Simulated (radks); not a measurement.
The calcium ion Ca2+, configuration [Ar] (the NIST ground configuration).

Calculated with a radial shooting solver on a logarithmic mesh with Libxc functionals: Dirac Kohn-Sham, BLYP, spin-unpolarised, spherical densities, finite nucleus; Fermi nuclear charge, rms radius 3.4776 fm.

Energy parts (Ry):
part                       energy
total                 -1359.79821
kinetic                1370.58802
electron-nucleus      -3210.46850
Hartree                 551.91393
exchange-correlation    -71.83166

Orbitals (lengths in bohr, moments of r in powers of bohr; <r^-3> diverges for s and p1/2):
[
 {"orbital": "1s1/2", "occ.": "2", "eigenvalue (Ry)": "-291.5123", "<r^-3>": "-", "<r^4>": "0.0001625", "small-component weight": "5.11e-03"},
 {"orbital": "2s1/2", "occ.": "2", "eigenvalue (Ry)": "-31.58429", "<r^-3>": "-", "<r^4>": "0.04395", "small-component weight": "8.56e-04"},
 {"orbital": "2p1/2", "occ.": "2", "eigenvalue (Ry)": "-25.92821", "<r^-3>": "-", "<r^4>": "0.03624", "small-component weight": "8.36e-04"},
 {"orbital": "2p3/2", "occ.": "4", "eigenvalue (Ry)": "-25.65675", "<r^-3>": "184.5", "<r^4>": "0.03721", "small-component weight": "8.28e-04"},
 {"orbital": "3s1/2", "occ.": "2", "eigenvalue (Ry)": "-4.55847", "<r^-3>": "-", "<r^4>": "3.801", "small-component weight": "1.68e-04"},
 {"orbital": "3p1/2", "occ.": "2", "eigenvalue (Ry)": "-3.17268", "<r^-3>": "-", "<r^4>": "5.999", "small-component weight": "1.41e-04"},
 {"orbital": "3p3/2", "occ.": "4", "eigenvalue (Ry)": "-3.14379", "<r^-3>": "19.76", "<r^4>": "6.145", "small-component weight": "1.39e-04"}
]

The highest occupied level is 3p3/2 at -42.773 eV. The electron density at the nucleus is 6164 e/bohr^3.
